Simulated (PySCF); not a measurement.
Vertical excitations of a molecule C₄H₆BF from TDDFT-PBE/def2-SVPD in PySCF, as energy in eV (oscillator strength): 4.02 (0.000), 4.85 (0.001), 5.34 (0.089), 5.55 (0.035), 6.30 (0.003), 6.49 (0.019), 6.88 (0.002), 6.98 (0.191), 7.14 (0.000), 7.21 (0.006). Lowest triplet (TDA): 3.71 eV. Geometry optimised at PBE0-D3(BJ)/def2-SVP. One conformer was computed; it need not be the lowest.

Question: Pick the molecule that these values belong to.
A. FB1CC=CC1
B. C=C1CCB1F
C. C#CB(C)CF
D. C#CCB(C)F

Answer: C, C#CB(C)CF
